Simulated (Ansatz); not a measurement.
Computed with Ansatz on PBE0-D4/def2-TZVP structures; ΔE is electronic, products minus reactants. CCSD(T)/CBS is the MP2 limit (def2-TZVPP, def2-QZVPP) plus CCSD(T) − MP2 in def2-TZVPP, frozen cores. This one scheme is used for every species. DFT in def2-TZVPP. HSE06 is defined as in plane-wave codes. For Mg outer-core shells are correlated without core-valence functions, which leaves a few kJ/mol of doubt a bond. Each species was taken in one conformer, which may not be the lowest.

Reaction (formal exchange of groups at a C–O bond): `C#CCOCC` + `[NH2][MgH]` → `C[CH2][Mg][NH2]` + `C#CCO`

`C#CCOCC`:

```xyz
14

C    -0.846    1.558    2.402
C    -1.141    0.792    1.526
C    -1.499   -0.140    0.458
O    -0.668   -0.061   -0.668
C     0.655   -0.486   -0.418
C     1.438   -0.379   -1.700
H    -0.586    2.240    3.177
H    -2.512    0.081    0.112
H    -1.506   -1.162    0.867
H     0.644   -1.525   -0.052
H     1.106    0.134    0.368
H     2.468   -0.707   -1.542
H     0.993   -1.000   -2.479
H     1.455    0.654   -2.052
```

`[NH2][MgH]`:

Cartesian coordinates in Å:
```
N 0.260 0.748 0.320
Mg -0.315 -0.905 -0.388
H 0.167 1.058 1.277
H 0.718 1.492 -0.185
H -0.831 -2.392 -1.024
```

`C[CH2][Mg][NH2]`:

Cartesian coordinates in Å:
```
C 1.451 0.296 -1.232
C 1.080 0.253 0.252
Mg -0.917 -0.189 0.713
N -2.719 -0.587 1.137
H 0.875 1.050 -1.777
H 2.510 0.532 -1.394
H 1.263 -0.659 -1.731
H 1.328 1.213 0.722
H 1.713 -0.481 0.768
H -3.471 0.076 1.252
H -3.112 -1.504 1.290
```

`C#CCO`:

Cartesian coordinates in Å:
```
C 0.629 -0.203 -1.751
C 0.305 -0.241 -0.596
C -0.127 -0.262 0.796
O -0.410 1.019 1.314
H 0.928 -0.171 -2.773
H -0.993 -0.932 0.888
H 0.668 -0.676 1.421
H -1.000 1.466 0.700
```

(1) Is it downhill or uphill in electronic energy at CCSD(T)/CBS, and by how much? (Best estimate.)

(2) What do these levels give: BHLYP-D4, CAM-B3LYP-D4, ωB97M-V, HSE06, BHLYP, CCSD(T)/def2-SVP? (An estimate is asked.)

Largest T1 diagnostic among the species: 0.012.

Results:

(1) The calculation gave: Downhill: ΔE = -8.8 kcal/mol.

(2) Computed: BHLYP-D4 -5.1, CAM-B3LYP-D4 -4.9, ωB97M-V -6.4, HSE06 -7.9, BHLYP -6.0, CCSD(T)/def2-SVP -3.4 kcal/mol.

In def2-TZVPP, CCSD(T) changes the Hartree–Fock value by −3.7 kcal/mol (the triples alone add −0.2 kcal/mol) and MP2 by −5.2 kcal/mol. At CCSD(T), def2-SVP lies +5.4 kcal/mol from the extrapolated value and def2-TZVPP +1.7 kcal/mol. Leaving LDA and LC-ωPBE aside and taking each functional with its dispersion term where it has one, the values, not all of them listed here, spread over 5.9 kcal/mol, from B2PLYP to B97M-V. LDA lies +3.5 kcal/mol from PBE without D4.
